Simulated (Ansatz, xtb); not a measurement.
Spectroscopic constants of WSe, multiplicity 7 (lowest of 2S+1 = 1, 3, 5, 7, 9 at CCSD(T)/def2-TZVPP on PBE0 minima; our sources give no spin for the ground state, which may be another). No spin–orbit coupling. Se is treated without relativity.

Constants: fifth-degree fit in 1/R to seven points, most abundant isotopes. In def2 and cc sets the state is the lowest found near the PBE0 minimum, followed along R.

Codes used: Ansatz (Gaussian orbitals); xtb for the GFN methods. Values without a source in brackets are computed. In def2 rows elements past Kr take small-core potentials, without spin–orbit coupling. The GFN methods have no spin term and hold the electronic entropy of 300 K.

| level | r_e (Å) | ω_e (cm⁻¹) | ω_e x_e (cm⁻¹) | α_e (cm⁻¹) | dipole (D) |
|---|---|---|---|---|---|
| GFN1-xTB | 2.546 | 207 | 0.33 | 0.00019 | - |
| GFN2-xTB | 2.463 | 239 | 0.43 | 0.00018 | - |
| SVWN5/def2-TZVPP | 2.475 | 242 | 0.53 | 0.00014 | 2.12 |
| PBE/def2-TZVPP | 2.518 | 228 | 0.52 | 0.00014 | 2.38 |
| r2SCAN/def2-TZVPP | 2.519 | 231 | 0.51 | 0.00014 | 2.80 |
| B97M-V/def2-TZVPP | 2.539 | 223 | 0.51 | 0.00014 | 2.88 |
| B3LYP/def2-TZVPP | 2.539 | 224 | 0.50 | 0.00014 | 2.80 |
| PBE0/def2-TZVPP | 2.511 | 234 | 0.49 | 0.00014 | 2.97 |
| BHLYP/def2-TZVPP | 2.537 | 229 | 0.46 | 0.00013 | 3.44 |
| CAM-B3LYP/def2-TZVPP | 2.524 | 232 | 0.47 | 0.00013 | 3.12 |
| wB97X-V/def2-TZVPP | 2.515 | 237 | 0.44 | 0.00013 | 3.27 |
| wB97M-V/def2-TZVPP | 2.518 | 235 | 0.45 | 0.00013 | 3.24 |
| B2PLYP/def2-TZVPP | 2.520 | 233 | 0.49 | 0.00014 | - |
| CCSD/def2-TZVPP | 2.514 | 239 | 0.49 | 0.00013 | - |
| CCSD(T)/def2-TZVPP | 2.510 | 239 | 0.51 | 0.00014 | - |

Correlated levels freeze the inner cores; with def2 sets outer-core shells near the valence are correlated too.

Ansatz is a first-principles code.
